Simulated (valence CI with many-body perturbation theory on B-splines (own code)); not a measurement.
**Er45+: calculated level list**

Computed by configuration interaction combined with many-body perturbation theory (CI+MBPT): five valence electrons over a frozen Dirac-Fock core [Ar], a basis of 7 s, 7 p, 8 d, 6 f, 4 g, 1 h functions for each j, with the one-electron correlation potential Σ1, the two-electron term Σ2, the three-electron term Σ3, Breit, model QED; selected CI, second order for the rest (own B-spline code, finite nucleus).

The last digits are not significant, and no measured levels were compared; by estimate large intervals hold to a few tenths of a per cent, small ones and those within an open d or f shell to about a per cent. Among the levels kept, up to 250 cm⁻¹ of a level comes from second order outside the variational space, and about a tenth of that is noise between levels of different J, which matters for small intervals. Only levels of the ground parity were solved; by the run's estimate the other parity begins above the list, which can be wrong where configurations are misplaced.

Levels 1 to 37 of 37, with energies above the lowest level, (3d3/2^4 3d5/2) J=5/2. "Leading %" is the weight of the configuration and term that name the level; weights of strongly mixed levels are sums over their largest components and can fall short. In the jj column 3d3/2^4 stands for four electrons in 3d with j = 3/2.

| No. | Configuration | Term | J | E (cm⁻¹) | Leading % | Leading jj | g |
| --- | --- | --- | --- | --- | --- | --- | --- |
| 1 | 3d5 | 4P | 5/2 | 0 | 28 | 3d3/2^4 3d5/2 (94 %) | 1.334 |
| 2 | 3d5 | 6S | 5/2 | 291520 | 38 | 3d3/2^3 3d5/2^2 (90 %) | 1.333 |
| 3 | 3d5 | 4G | 7/2 | 378890 | 35 | 3d3/2^3 3d5/2^2 (99 %) | 1.155 |
| 4 | 3d5 | 2H | 11/2 | 389830 | 42 | 3d3/2^3 3d5/2^2 (98 %) | 1.109 |
| 5 | 3d5 | 4D | 3/2 | 390200 | 39 | 3d3/2^3 3d5/2^2 (98 %) | 1.180 |
| 6 | 3d5 | 4G | 9/2 | 426600 | 32 | 3d3/2^3 3d5/2^2 (96 %) | 1.136 |
| 7 | 3d5 | 4D | 5/2 | 449970 | 31 | 3d3/2^3 3d5/2^2 (92 %) | 1.138 |
| 8 | 3d5 | 4P | 1/2 | 469390 | 46 | 3d3/2^3 3d5/2^2 (88 %) | 1.826 |
| 9 | 3d5 | 2F | 7/2 | 485770 | 39 | 3d3/2^3 3d5/2^2 (97 %) | 1.083 |
| 10 | 3d5 | 2D | 3/2 | 594430 | 59 | 3d3/2^3 3d5/2^2 (85 %) | 0.793 |
| 11 | 3d5 | 6S | 5/2 | 665120 | 30 | 3d3/2^2 3d5/2^3 (88 %) | 1.279 |
| 12 | 3d5 | 4D | 7/2 | 724110 | 52 | 3d3/2^2 3d5/2^3 (99 %) | 1.210 |
| 13 | 3d5 | 2I | 11/2 | 729290 | 51 | 3d3/2^2 3d5/2^3 (98 %) | 1.084 |
| 14 | 3d5 | 4G | 9/2 | 743980 | 59 | 3d3/2^2 3d5/2^3 (96 %) | 1.141 |
| 15 | 3d5 | 2I | 13/2 | 766820 | 100 | 3d3/2^2 3d5/2^3 (100 %) | 1.068 |
| 16 | 3d5 | 4D | 1/2 | 773040 | 77 | 3d3/2^2 3d5/2^3 (97 %) | 0.490 |
| 17 | 3d5 | 4P | 3/2 | 782670 | 53 | 3d3/2^2 3d5/2^3 (96 %) | 1.172 |
| 18 | 3d5 | 2F | 5/2 | 793280 | 42 | 3d3/2^2 3d5/2^3 (96 %) | 1.020 |
| 19 | 3d5 | 2H | 9/2 | 831800 | 53 | 3d3/2^2 3d5/2^3 (100 %) | 1.099 |
| 20 | 3d5 | 2G | 7/2 | 849580 | 61 | 3d3/2^2 3d5/2^3 (99 %) | 0.982 |
| 21 | 3d5 | 4F | 5/2 | 863280 | 63 | 3d3/2^2 3d5/2^3 (98 %) | 1.044 |
| 22 | 3d5 | 2D | 3/2 | 872620 | 87 | 3d3/2^2 3d5/2^3 (85 %) | 0.840 |
| 23 | 3d5 | 2G | 7/2 | 910490 | 46 | 3d3/2^2 3d5/2^3 (94 %) | 1.035 |
| 24 | 3d5 | 4P | 1/2 | 911400 | 39 | 3d3/2^2 3d5/2^3 (80 %) | 1.781 |
| 25 | 3d5 | 2G | 9/2 | 972910 | 77 | 3d3/2^2 3d5/2^3 (96 %) | 1.104 |
| 26 | 3d5 | 2P | 3/2 | 1086300 | 74 | 3d3/2^2 3d5/2^3 (96 %) | 1.181 |
| 27 | 3d5 | 2D | 5/2 | 1087300 | 30 | 3d3/2 3d5/2^4 (61 %) | 1.262 |
| 28 | 3d5 | 2D | 5/2 | 1115300 | 47 | 3d3/2^2 3d5/2^3 (56 %) | 1.131 |
| 29 | 3d5 | 4F | 7/2 | 1162100 | 29 | 3d3/2 3d5/2^4 (99 %) | 1.183 |
| 30 | 3d5 | 2H | 11/2 | 1175000 | 56 | 3d3/2 3d5/2^4 (99 %) | 1.066 |
| 31 | 3d5 | 2D | 3/2 | 1186800 | 31 | 3d3/2 3d5/2^4 (97 %) | 0.961 |
| 32 | 3d5 | 2G | 9/2 | 1230300 | 58 | 3d3/2 3d5/2^4 (95 %) | 1.111 |
| 33 | 3d5 | 2D | 5/2 | 1263400 | 65 | 3d3/2 3d5/2^4 (86 %) | 1.109 |
| 34 | 3d5 | 2G | 7/2 | 1287000 | 56 | 3d3/2 3d5/2^4 (96 %) | 1.001 |
| 35 | 3d5 | 2P | 1/2 | 1350000 | 56 | 3d3/2 3d5/2^4 (88 %) | 1.203 |
| 36 | 3d5 | 2D | 3/2 | 1460200 | 75 | 3d3/2 3d5/2^4 (94 %) | 0.871 |
| 37 | 3d5 | 2D | 5/2 | 1599000 | 43 | 3d5/2^5 (93 %) | 1.146 |

The ionisation energy to 3d4 3P_0 of the next ion comes out as 3741.9 eV (NIST: 3742 ± 4 eV (theoretical)). All 37 levels together are meant to be complete up to 1663100 cm⁻¹.
